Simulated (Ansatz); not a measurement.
Consider the substitution at a C–O bond: `N[SiH](F)CO` + HCl → `N[SiH](F)CCl` + H₂O.

Computed with Ansatz on PBE0-D4/def2-TZVP structures; ΔE is electronic, products minus reactants. CBS: MP2 limit from def2 TZ/QZ plus the TZ coupled-cluster correction, frozen cores. This one scheme is used for every species. DFT in def2-TZVPP. B3LYP here is the variant with VWN-RPA as its local correlation; programs differ in this. One conformer a species, not always the lowest.

```json
{"level": "PBE0-D4", "ΔE (kJ/mol)": "-36.0", "difference from CCSD(T)/CBS": "4.3"}
{"level": "B3LYP-D4", "ΔE (kJ/mol)": "-33.4", "difference from CCSD(T)/CBS": "6.9"}
{"level": "B2PLYP", "ΔE (kJ/mol)": "-33.9", "difference from CCSD(T)/CBS": "6.4"}
{"level": "PBE", "ΔE (kJ/mol)": "-33.9", "difference from CCSD(T)/CBS": "6.4"}
{"level": "B3LYP", "ΔE (kJ/mol)": "-30.7", "difference from CCSD(T)/CBS": "9.6"}
{"level": "MP2/def2-TZVPP", "ΔE (kJ/mol)": "-40.3", "difference from CCSD(T)/CBS": "0.0"}
{"level": "HF/def2-QZVPP", "ΔE (kJ/mol)": "-29.5", "difference from CCSD(T)/CBS": "10.8"}
{"level": "MP2/def2-QZVPP", "ΔE (kJ/mol)": "-44.2", "difference from CCSD(T)/CBS": "-3.9"}
{"level": "SCS-MP2/def2-QZVPP", "ΔE (kJ/mol)": "-40.1", "difference from CCSD(T)/CBS": "0.2"}
{"level": "CCSD/CBS(def2)", "ΔE (kJ/mol)": "-38.7", "difference from CCSD(T)/CBS": "1.6"}
{"level": "CCSD(T)/CBS", "ΔE (kJ/mol)": "-40.3", "difference from CCSD(T)/CBS": "0"}
```

Largest T1 diagnostic among the species: 0.011.

In def2-TZVPP, CCSD(T) changes the Hartree–Fock value by −4.9 kJ/mol (the triples alone add −1.6 kJ/mol) and MP2 by −11.3 kJ/mol.
